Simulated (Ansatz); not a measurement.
SiPt2, relaxed as a singlet with RKS PBE0-D4/def2-TZVP in Ansatz, starting from the GFN1-xTB geometry. Force threshold 0.02 eV/Å.

In the def2 sets Pt takes a core potential; there is no spin–orbit coupling. The structure comes from a short search, and lower isomers may exist.

Start:

```
atom   x (Å)   y (Å)   z (Å)
 Pt1  -0.262  -0.533  -2.124
 Pt2   0.262   0.532   2.124
 Si3   0.000   0.001   0.000
```

```tsv
step	energy (eV)	largest force component (eV/Å)	SCF passes
1	-14369.8764	2.582	18
2	-14370.2603	0.431	31
3	-14370.2665	0.128	27
4	-14370.2671	0.003	28
```

Force components are those of the run's own axes.

End:

```xyz
3

Pt   -0.2460   -0.5001   -1.9949
Pt    0.2460    0.5000    1.9949
Si    0.0000    0.0000    0.0000
```

By distances, no bond broke or formed. The bond that changes most is Pt2–Si3, from 2.21 to 2.07 Å (atoms count from 1).

No frequencies were taken in this run, so the end may be a saddle point.

It took 6 s on 4 threads of Arm Neoverse V1 on a shared host.
